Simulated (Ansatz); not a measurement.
Ansatz (a quantum-chemistry and plane-wave program) input (B3LYP-D3(BJ)/def2-TZVP):

Ansatz 0.2 input:
```yaml
crystal:
  periodic: [false, false, false]
  atoms:
    - {symbol: N, position_ang: [-0.05786237, -0.03195295, -0.51104199]}
    - {symbol: N, position_ang: [-0.06063369, -0.00522076, 0.65553282]}
    - {symbol: H, position_ang: [0.82947243, 0.26021596, -1.01143575]}
basis:
  gaussian:
    orbitals: def2-TZVP
hamiltonian:
  xc: b3lyp
  dispersion: d3bj
magnetization: {spin_polarized: true, initial_magnetization: 1}
phonons: {temperatures: {t_min: 298.15, t_max: 298.15, t_step: 100}}
```

Output:

```
Functional definition: B3LYP
integrals: 0.01 GiB planned
354 factors; their error is unknown
mean field: 0.15 GiB planned
mean field evaluation 1: about -2993.2670 eV, gradient 2.3e1 eV
mean field evaluation 2: about -2993.0582 eV, gradient 2.4e1 eV
mean field evaluation 4: about -2995.3951 eV, gradient 2.0e0 eV
mean field evaluation 8: about -2995.4152 eV, gradient 4.1e-2 eV
mean field evaluation 16: about -2995.4153 eV, gradient 5.8e-5 eV
mean field -2995.41526442 eV, -110.0794806022 hartree, gradient 5.8e-5 eV, S^2 0.755073; 0 other end points of the search recorded, 0 dependent functions left out
the calculation of the forces begins
reference -2995.41542683 eV, -110.0794865704 hartree; 8, 7 occupied and 60, 61 virtual orbitals, 354 factors
these checks for a lower state are left out or cut short: stability, starts, cluster_reference, orbital_swaps, neighbouring_geometries, increment
integrals: 0.01 GiB planned
354 factors; their error is unknown
mean field: 0.15 GiB planned
mean field -2995.41518346 eV, -110.0794776269 hartree, gradient 1.3e-6 eV, S^2 0.755038; 0 other end points of the search recorded, 0 dependent functions left out
the calculation of the forces begins
reference -2995.41534558 eV, -110.0794835846 hartree; 8, 7 occupied and 60, 61 virtual orbitals, 354 factors
these checks for a lower state are left out or cut short: stability, starts, cluster_reference, orbital_swaps, neighbouring_geometries, increment
integrals: 0.01 GiB planned
354 factors; their error is unknown
mean field: 0.15 GiB planned
mean field evaluation 32: about -2995.4152 eV, gradient 1.3e-6 eV
mean field -2995.41518243 eV, -110.0794775890 hartree, gradient 1.3e-6 eV, S^2 0.755110; 0 other end points of the search recorded, 0 dependent functions left out
the calculation of the forces begins
reference -2995.41534512 eV, -110.0794835677 hartree; 8, 7 occupied and 60, 61 virtual orbitals, 354 factors
these checks for a lower state are left out or cut short: stability, starts, cluster_reference, orbital_swaps, neighbouring_geometries, increment
integrals: 0.01 GiB planned
354 factors; their error is unknown
mean field: 0.15 GiB planned
mean field -2995.41512403 eV, -110.0794754429 hartree, gradient 1.4e-6 eV, S^2 0.755079; 0 other end points of the search recorded, 0 dependent functions left out
the calculation of the forces begins
reference -2995.41528605 eV, -110.0794813968 hartree; 8, 7 occupied and 60, 61 virtual orbitals, 354 factors
these checks for a lower state are left out or cut short: stability, starts, cluster_reference, orbital_swaps, neighbouring_geometries, increment
integrals: 0.01 GiB planned
354 factors; their error is unknown
mean field: 0.15 GiB planned
mean field -2995.41512225 eV, -110.0794753775 hartree, gradient 1.4e-6 eV, S^2 0.755068; 0 other end points of the search recorded, 0 dependent functions left out
the calculation of the forces begins
reference -2995.41528505 eV, -110.0794813600 hartree; 8, 7 occupied and 60, 61 virtual orbitals, 354 factors
these checks for a lower state are left out or cut short: stability, starts, cluster_reference, orbital_swaps, neighbouring_geometries, increment
integrals: 0.01 GiB planned
354 factors; their error is unknown
mean field: 0.15 GiB planned
mean field -2995.41525357 eV, -110.0794802032 hartree, gradient 1.3e-6 eV, S^2 0.755076; 0 other end points of the search recorded, 0 dependent functions left out
the calculation of the forces begins
reference -2995.41541594 eV, -110.0794861704 hartree; 8, 7 occupied and 60, 61 virtual orbitals, 354 factors
these checks for a lower state are left out or cut short: stability, starts, cluster_reference, orbital_swaps, neighbouring_geometries, increment
integrals: 0.01 GiB planned
354 factors; their error is unknown
mean field: 0.15 GiB planned
mean field evaluation 64: about -2995.4153 eV, gradient 1.3e-6 eV
mean field -2995.41525544 eV, -110.0794802719 hartree, gradient 1.3e-6 eV, S^2 0.755070; 0 other end points of the search recorded, 0 dependent functions left out
the calculation of the forces begins
reference -2995.41541787 eV, -110.0794862412 hartree; 8, 7 occupied and 60, 61 virtual orbitals, 354 factors
these checks for a lower state are left out or cut short: stability, starts, cluster_reference, orbital_swaps, neighbouring_geometries, increment
integrals: 0.01 GiB planned
354 factors; their error is unknown
mean field: 0.15 GiB planned
mean field -2995.41511319 eV, -110.0794750444 hartree, gradient 1.3e-6 eV, S^2 0.755058; 0 other end points of the search recorded, 0 dependent functions left out
the calculation of the forces begins
reference -2995.41527584 eV, -110.0794810217 hartree; 8, 7 occupied and 60, 61 virtual orbitals, 354 factors
these checks for a lower state are left out or cut short: stability, starts, cluster_reference, orbital_swaps, neighbouring_geometries, increment
integrals: 0.01 GiB planned
354 factors; their error is unknown
mean field: 0.15 GiB planned
mean field -2995.41511689 eV, -110.0794751805 hartree, gradient 1.4e-6 eV, S^2 0.755089; 0 other end points of the search recorded, 0 dependent functions left out
the calculation of the forces begins
reference -2995.41527905 eV, -110.0794811395 hartree; 8, 7 occupied and 60, 61 virtual orbitals, 354 factors
these checks for a lower state are left out or cut short: stability, starts, cluster_reference, orbital_swaps, neighbouring_geometries, increment
integrals: 0.01 GiB planned
354 factors; their error is unknown
mean field: 0.15 GiB planned
mean field -2995.41520009 eV, -110.0794782378 hartree, gradient 1.3e-6 eV, S^2 0.755107; 0 other end points of the search recorded, 0 dependent functions left out
the calculation of the forces begins
reference -2995.41536280 eV, -110.0794842175 hartree; 8, 7 occupied and 60, 61 virtual orbitals, 354 factors
these checks for a lower state are left out or cut short: stability, starts, cluster_reference, orbital_swaps, neighbouring_geometries, increment
integrals: 0.01 GiB planned
354 factors; their error is unknown
mean field: 0.15 GiB planned
mean field evaluation 96: about -2995.4152 eV, gradient 1.3e-6 eV
mean field -2995.41519916 eV, -110.0794782037 hartree, gradient 1.3e-6 eV, S^2 0.755040; 0 other end points of the search recorded, 0 dependent functions left out
the calculation of the forces begins
reference -2995.41536125 eV, -110.0794841603 hartree; 8, 7 occupied and 60, 61 virtual orbitals, 354 factors
these checks for a lower state are left out or cut short: stability, starts, cluster_reference, orbital_swaps, neighbouring_geometries, increment
integrals: 0.01 GiB planned
354 factors; their error is unknown
mean field: 0.15 GiB planned
mean field -2995.41525036 eV, -110.0794800852 hartree, gradient 1.3e-6 eV, S^2 0.755084; 0 other end points of the search recorded, 0 dependent functions left out
the calculation of the forces begins
reference -2995.41541290 eV, -110.0794860587 hartree; 8, 7 occupied and 60, 61 virtual orbitals, 354 factors
these checks for a lower state are left out or cut short: stability, starts, cluster_reference, orbital_swaps, neighbouring_geometries, increment
integrals: 0.01 GiB planned
354 factors; their error is unknown
mean field: 0.15 GiB planned
mean field -2995.41524863 eV, -110.0794800219 hartree, gradient 1.3e-6 eV, S^2 0.755063; 0 other end points of the search recorded, 0 dependent functions left out
the calculation of the forces begins
reference -2995.41541090 eV, -110.0794859849 hartree; 8, 7 occupied and 60, 61 virtual orbitals, 354 factors
Total energy: -2995.45151664 eV, -110.0808128466 hartree
Atom 0 at    -0.057862    -0.031953    -0.511042 Å, force     0.000085     0.000027    -0.000074 eV/Å
Atom 1 at    -0.060634    -0.005221     0.655533 Å, force    -0.000000     0.000001     0.000030 eV/Å
Atom 2 at     0.829472     0.260216    -1.011436 Å, force    -0.000085    -0.000028     0.000044 eV/Å
Dipole moment:     0.273442     0.087064    -0.279402 e Å
Vibrations: 1120.65 1878.40 2750.99 cm⁻¹, zero-point energy 0.356456 eV
```

It need not be the lowest isomer of its formula.
